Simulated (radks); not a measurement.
Values are calculated unless marked as measured or tabulated.
Question: Orbital eigenvalues (eV) of the magnesium ion Mg+, [Ne] 3s1, of relativity; Dirac values are averaged over j with weights 2j + 1. Spin-unpolarised spherical Kohn-Sham, LDA (Slater exchange, Perdew-Wang correlation), point nucleus unless stated (finite: rms radius 3.057 fm), a radial shooting solver on a logarithmic mesh with Libxc functionals. A level marked "c x" has the speed of light scaled by that factor.

| shell | non-rel. |
|---|---|
| 1s | -1260.2 |
| 2s | -88.105 |
| 2p | -55.853 |
| 3s | -11.503 |
| 3p (empty) | -7.1643 |
| 4s (empty) | -3.2546 |

Give the values at the level "Dirac, c x 5".

Answer: 
shell       Dirac, c x 5  change of magnitude (%)
1s               -1260.3                    +0.01
2s               -88.117                    +0.01
2p               -55.851                    0.00
3s               -11.504                    +0.01
3p (empty)       -7.1641                    0.00
4s (empty)       -3.2547                    0.00
